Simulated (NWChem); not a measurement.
Species: SiH2OF2; SMILES O[SiH](F)F

```xyz
6

Si     0.0005     0.0245    -0.3411
O      0.0063     1.5586     0.2133
F      1.2749    -0.7903     0.2112
F     -1.2816    -0.7792     0.2096
H      0.0021     0.0473    -1.8080
H     -0.0013     1.7227     1.1612
```
Atoms are numbered in this order, from 1.

All runs: NWChem. Geometry optimised at PBE0/def2-SVP; all other runs use it. 

```tsv
quantity	level	value
−ε(HOMO) (eV)	B3LYP/def2-SVP	(withheld)
cavity-dispersion-structure term (kcal/mol) in n-hexane	PBE0/def2-SVP, SMD	-0.3
vertical, lowest state with f > 0.02, singlet (eV)	B3LYP/def2-SVPD, TDA	8.58
isotropic polarisability (bohr³), static	B3LYP/def2-SVPD	(withheld)
dipole (D)	PBE0/def2-SVP	(withheld)
highest harmonic frequency (cm⁻¹)	PBE0/def2-SVP	3936
```

Q: Fill in the missing entries.

A: 
- −ε(HOMO) (eV), value: 9.72
- isotropic polarisability (bohr³), static, value: 28.9
- dipole (D), value: 1.23
